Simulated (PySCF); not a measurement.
C2H6N2Si, SMILES C#C[SiH](N)N. Atoms are numbered in the order given.

```xyz
11

C      2.5879    -0.3006     0.0947
C      1.3804    -0.1325     0.1826
Si    -0.4527     0.0640     0.3400
N     -1.4193    -1.2325    -0.2522
N     -0.8050     1.4577    -0.6072
H      3.6505    -0.4483     0.0161
H     -0.7462     0.1001     1.8063
H     -1.3460    -1.5088    -1.2273
H     -1.5965    -2.0363     0.3420
H     -0.1126     2.1933    -0.7018
H     -1.7503     1.8261    -0.6439
```

Geometry optimised at r2SCAN-D4/def2-SVP. The structure was generated by enumeration, and PubChem lists no compound with its InChIKey, so it may never have been made. One conformer was computed; it need not be the lowest.

Calculation: SMD-B3LYP/def2-SVP (PySCF).

Solvation free energies are E(SMD) − E(gas) at the gas-phase geometry, for 1 M in both phases. In vacuum the dipole moment is 0.63 D.

Computed solvation free energies in water, acetone, methanol:
| solvent | ΔG(solv) (kcal/mol) | its non-electrostatic (CDS) part | dipole (D) |
|---|---|---|---|
| water | -1.7 | 6.4 | 0.80 |
| acetone | -4.6 | 3.1 | 0.80 |
| methanol | -4.2 | 3.7 | 0.80 |
